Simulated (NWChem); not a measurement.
System: CH7AlOSi; SMILES C[O][AlH][SiH3]

Input file for NWChem:

```
start job
memory heap 200 mb stack 900 mb global 1100 mb
geometry units angstroms
  Al     0.118073    -0.496103     0.624537
  H      0.343127    -1.548861     1.752714
  O     -0.027379    -1.172844    -0.874905
  C     -0.146059    -1.779794    -2.132011
  H      0.513782    -1.283541    -2.847158
  H      0.128795    -2.834054    -2.066152
  H     -1.176699    -1.702268    -2.485526
  Si    -0.022103     1.899641     0.908568
  H      0.127819     2.385951     2.295156
  H     -1.302217     2.492916     0.458561
  H      0.995643     2.663108     0.150523
end
basis spherical
  * library def2-svp
end
dft
  xc pbe0
  iterations 150
end
driver
  maxiter 120
end
task dft optimize
task dft freq
```

The level has its own optimisation; frequencies are unscaled.

Problem. Predict the main results of this run. (PBE0/def2-SVP.) Quantities: r Al–H (Å); r Al–O (Å); r Al–Si (Å); r C–O (Å); highest harmonic frequency (cm⁻¹); lowest (cm⁻¹); zero-point energy (kcal/mol); dipole (D).

Solution. 
```yaml
r Al–H (Å): 1.594
r Al–O (Å): 1.700
r Al–Si (Å): 2.447
r C–O (Å): 1.388
highest harmonic frequency (cm⁻¹): 3100
lowest (cm⁻¹): -19
zero-point energy (kcal/mol): 45.9
dipole (D): 1.27
```
